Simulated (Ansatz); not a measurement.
One change: `C[O][ZnH]` becomes CH₃OH.

Ansatz, PBE0-D4/def2-TZVP geometries, multiplicity 1. 

Scalar relativity is left out up to krypton.

```
                                        property  `C[O][ZnH]`
           HOMO energy (ωB97M-V/def2-TZVPP) / eV        -9.71
             HOMO energy (B3LYP/def2-TZVPP) / eV        -7.08
         HOMO–LUMO gap (ωB97M-V/def2-TZVPP) / eV        10.63
size of the dipole moment (B3LYP/def2-TZVPP) / D         1.10
               LUMO energy (PBE/def2-TZVPP) / eV        -1.16
              LUMO energy (PBE0/def2-TZVPP) / eV        -0.41
```

Question: Give the same properties after the change, and the shifts. (Estimate.)

Answer: The calculation gave: 
```
                                        property   CH₃OH  shift
           HOMO energy (ωB97M-V/def2-TZVPP) / eV  -10.36  -0.65
             HOMO energy (B3LYP/def2-TZVPP) / eV   -7.65  -0.57
         HOMO–LUMO gap (ωB97M-V/def2-TZVPP) / eV   12.89   2.26
size of the dipole moment (B3LYP/def2-TZVPP) / D    1.64   0.54
               LUMO energy (PBE/def2-TZVPP) / eV    0.22   1.38
              LUMO energy (PBE0/def2-TZVPP) / eV    1.10   1.51
```

With PBE0 the HOMO falls by 0.60 eV and the LUMO rises by 1.51 eV, so the gap widens by about 2.11 eV. PBE moves the HOMO by -0.34 eV and ωB97M-V by -0.65 eV. The zero-point energy changes by 10.4 kJ/mol with -3 modes. Dipoles are sizes alone; their direction can turn.

B3LYP here is the variant with VWN-RPA as its local correlation; programs differ in this.
